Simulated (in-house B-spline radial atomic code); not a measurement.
Orbital energies and mean radii along the 1-electron series, configuration 1s1. The effective charge is n√(-2ε), a non-relativistic measure. Computed with a B-spline radial code for spherical atoms: non-relativistic Hartree-Fock, average of the configuration, point nuclei.

```
 ion  Z  energy of 1s (Eh)  mean radius of 1s (bohr)  effective charge of 1s
   H  1               -0.5                       1.5                       1
 He+  2                 -2                      0.75                       2
Li2+  3               -4.5                       0.5                       3
Be3+  4                 -8                     0.375                       4
 B4+  5              -12.5                       0.3                       5
 C5+  6                -18                      0.25                       6
```

(1) How does the screening of 1s change?

Results:

(1) Z less the effective charge goes from 0.00 at Z = 1 to 0.00 at Z = 6.
